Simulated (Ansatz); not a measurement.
Redistribution: CH8O2Si2 + Si3H8O → Si3H8O2 + CH8OSi2

Gas-phase species: CH8O2Si2 `CO[SiH2]O[SiH3]`, singlet; Si3H8O `[SiH3]O[SiH2][SiH3]`, singlet; Si3H8O2 `[SiH3]O[SiH2]O[SiH3]`, singlet; CH8OSi2 `CO[SiH2][SiH3]`, singlet. The partners trade CH3 for SiH3; both sit on O, so the bond types are kept.

Shapes, held fixed at every level: PBE0-D4/def2-TZVP. Flexible molecules stand in one conformer, not always the lowest. Programs: Ansatz 0.2.0. Electronic energies: no zero-point or thermal term.

**Question.** Estimate ΔE of this reaction.

**Answer.** The highest level, CCSD(T)/CBS estimate, gives ΔE = -1.6 kJ/mol; the levels span -4.7 to -1.0. That is about zero within the method's error. The column of differences is taken from that level and isn't an error. No measured value is set beside it here. The CBS estimate extrapolates MP2 from def2-TZVPP and def2-QZVPP and adds CCSD(T) − MP2 in the triple-zeta set, cores frozen.

```tsv
level	kind	ΔE (kJ/mol)	less CCSD(T)/CBS estimate
HF/def2-SVP	Hartree–Fock	-4.7	-3.1
HF/def2-TZVPP	Hartree–Fock	-4.7	-3.1
r2SCAN-D4/def2-TZVPP	meta-GGA	-1.0	+0.6
PBE0-D4/def2-TZVPP	global hybrid	-1.0	+0.6
CCSD(T)/def2-SVP	coupled cluster or CI	-1.9	-0.3
CCSD(T)/def2-TZVPP	coupled cluster or CI	-1.9	-0.3
CCSD/def2-TZVPP	coupled cluster or CI	-2.4	-0.8
CCSD(T)/CBS estimate	coupled cluster or CI	-1.6	0.0
```
